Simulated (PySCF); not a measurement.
Geometry:
| atom | x (Å) | y (Å) | z (Å) |
| --- | --- | --- | --- |
| N1 | 3.334 | -0.301 | -0.294 |
| Si2 | 2.086 | 0.036 | 0.851 |
| Si3 | 0.122 | -0.168 | -0.343 |
| C4 | -1.346 | 0.081 | 0.875 |
| F5 | -1.057 | 1.229 | 1.639 |
| Si6 | -3.103 | 0.294 | 0.150 |
| H7 | 3.265 | -1.120 | -0.876 |
| H8 | 4.293 | -0.169 | -0.016 |
| H9 | 2.423 | 1.376 | 1.336 |
| H10 | 2.113 | -0.848 | 2.039 |
| H11 | -0.076 | 0.803 | -1.428 |
| H12 | -0.145 | -1.486 | -0.950 |
| H13 | -1.351 | -0.736 | 1.607 |
| H14 | -3.436 | -0.958 | -0.529 |
| H15 | -4.037 | 0.557 | 1.244 |
| H16 | -3.091 | 1.418 | -0.783 |

Geometry: GFN2-xTB; GIAO absolute shieldings from PySCF 2.14.0 with density-fitted response routines, gas phase, non-relativistic, averaged over equivalent atoms.

At mPW1PW91/pcSseg-1 (173 basis functions, 21 s wall time on 1 thread of an Arm Neoverse V1, shared host):
| atoms | σ (ppm) |
| --- | --- |
| N1 | 267.5 |
| Si2 | 397.5 |
| Si6 | 417.0 |
| Si3 | 420.0 |
| C4 | 105.3 |
| F5 | 462.1 |
| H10 | 26.45 |
| H13 | 26.48 |
| H9 | 26.66 |
| H11 | 27.63 |
| H14/H15/H16 | 27.71 |
| H12 | 27.87 |
| H7/H8 | 31.95 |

Question: Predict the values at PBE0/pcSseg-1 on the same geometry.

Answer: 
| atoms | σ at PBE0/pcSseg-1 | change |
| --- | --- | --- |
| N1 | 268.8 | +1.3 |
| Si2 | 399.3 | +1.8 |
| Si6 | 419.2 | +2.2 |
| Si3 | 422.3 | +2.3 |
| C4 | 106.2 | +0.9 |
| F5 | 461.2 | -0.9 |
| H10 | 26.34 | -0.11 |
| H13 | 26.40 | -0.08 |
| H9 | 26.55 | -0.11 |
| H11 | 27.55 | -0.08 |
| H14/H15/H16 | 27.62 | -0.09 |
| H12 | 27.78 | -0.09 |
| H7/H8 | 31.91 | -0.04 |

The largest change is at Si3 (silicon bonded to C, Si, 2 H). Cost: 173 basis functions, 21 s wall time on 1 thread of an Arm Neoverse V1, shared host.
